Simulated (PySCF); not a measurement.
# Hartree-Fock beside MP2: BH4OSi anion

Calculated results; nothing here was measured. They come from PySCF 2.14.0, an open-source quantum chemistry program, on an isolated molecule that a program drew, which may never have been made. The molecule is BH4OSi anion (charge -1, singlet), drawn as the SMILES string `B[SiH-]O`.

The geometry was optimised and harmonic frequencies were computed with HF and MP2, all in the aug-cc-pV(D+d)Z basis, for the commonest isotopes, with a restricted reference for singlets and an unrestricted one otherwise, and a frozen core in MP2. Each result is a local minimum of its method.

Geometry at the HF minimum:
```xyz
7
BH4OSi anion, angstrom
B    -1.8070    0.7014    0.2434
Si    0.0299    0.8596   -0.0462
O     1.2685    0.7922    1.1287
H    -2.2768    0.5295    1.3491
H    -2.5514    0.7732   -0.7089
H     0.7845    1.0704   -1.3080
H     0.9237    0.6589    1.9952
```

Lengths of the bonds as drawn, in Å (atoms numbered as above):
| bond | HF | MP2 |
|---|---|---|
| B1-Si2 | 1.866 | 1.869 |
| Si2-O3 | 1.709 | 1.748 |
| B1-H4 | 1.214 | 1.219 |
| B1-H5 | 1.211 | 1.218 |
| Si2-H6 | 1.485 | 1.494 |
| O3-H7 | 0.942 | 0.967 |

Rotational constants, in GHz:
| constant | HF | MP2 |
|---|---|---|
| A | 30.62 | 30.21 |
| B | 6.267 | 6.122 |
| C | 5.203 | 5.091 |

Harmonic frequencies in cm^-1, each column in rising order, so a row needn't be the same motion in every method:
| rank | HF | MP2 |
|---|---|---|
| 1 | 125 | 148 |
| 2 | 210 | 188 |
| 3 | 222 | 194 |
| 4 | 577 | 524 |
| 5 | 608 | 538 |
| 6 | 729 | 670 |
| 7 | 803 | 677 |
| 8 | 849 | 804 |
| 9 | 891 | 838 |
| 10 | 1007 | ? |
| 11 | 1208 | 1109 |
| 12 | 2265 | 2205 |
| 13 | 2534 | 2492 |
| 14 | 2592 | 2565 |
| 15 | 4194 | 3841 |

**Estimate the missing MP2 frequency from the HF column.**

A single factor s that minimises the squared misfit of MP2 against s times HF over the other rows is sum(HF x MP2) / sum(HF^2) = 0.9455, with an rms misfit of 62 cm^-1. For rank 10 it gives 0.9455 x 1007 = 952 cm^-1. The calculation gives 963 cm^-1, 11 cm^-1 above the estimate. The drawn bonds are on average 1.1 % longer in MP2 than in HF.
